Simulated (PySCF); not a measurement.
P²⁺ (phosphorus, charge +2) across methods

[Ne] 3s2 3p1, 2P determinant. Computed with PySCF 2.14 in aug-cc-pVDZ-DK (5s4p2d, 27 functions), with scalar relativity by spin-free X2C-1e.

```json
{"method": "LC-wPBE", "E (hartree)": "-340.8558", "mean ε 3s α (eV)": "-39.280", "mean ε 3s β (eV)": "-37.563", "mean ε 3p α (eV)": "-29.388", "Σ⟨r²⟩ (bohr²)": "13.93", "⟨S²⟩": "0.755"}
{"method": "B97-3", "E (hartree)": "-340.9360", "mean ε 3s α (eV)": "-36.083", "mean ε 3s β (eV)": "-34.613", "mean ε 3p α (eV)": "-26.245", "Σ⟨r²⟩ (bohr²)": "13.92", "⟨S²⟩": "0.753"}
{"method": "PBE", "E (hartree)": "-340.8112", "mean ε 3s α (eV)": "-34.400", "mean ε 3s β (eV)": "-33.244", "mean ε 3p α (eV)": "-24.948", "Σ⟨r²⟩ (bohr²)": "13.97", "⟨S²⟩": "0.753"}
{"method": "TPSS", "E (hartree)": "-340.9873", "mean ε 3s α (eV)": "-34.628", "mean ε 3s β (eV)": "-33.240", "mean ε 3p α (eV)": "-25.228", "Σ⟨r²⟩ (bohr²)": "13.95", "⟨S²⟩": "0.754"}
{"method": "LDA", "E (hartree)": "-339.6767", "mean ε 3s α (eV)": "-34.469", "mean ε 3s β (eV)": "-33.385", "mean ε 3p α (eV)": "-24.786", "Σ⟨r²⟩ (bohr²)": "13.97", "⟨S²⟩": "0.751"}
{"method": "UHF", "E (hartree)": "-340.45529", "mean ε 3s α (eV)": "-40.166", "mean ε 3s β (eV)": "-37.173", "mean ε 3p α (eV)": "-29.915", "Σ⟨r²⟩ (bohr²)": "14.16", "⟨S²⟩": "0.761"}
{"method": "r2SCAN", "E (hartree)": "-340.9318", "mean ε 3s α (eV)": "-34.714", "mean ε 3s β (eV)": "-33.402", "mean ε 3p α (eV)": "-25.363", "Σ⟨r²⟩ (bohr²)": "14.00", "⟨S²⟩": "0.757"}
{"method": "M06-L", "E (hartree)": "-340.9558", "mean ε 3s α (eV)": "-34.724", "mean ε 3s β (eV)": "-33.222", "mean ε 3p α (eV)": "-25.033", "Σ⟨r²⟩ (bohr²)": "13.80", "⟨S²⟩": "0.754"}
```

Estimate the same row for PBE0.

E (hartree) = -340.8394; mean ε 3s α (eV) = -36.052; mean ε 3s β (eV) = -34.521; mean ε 3p α (eV) = -26.350; Σ⟨r²⟩ (bohr²) = 13.97; ⟨S²⟩ = 0.754.
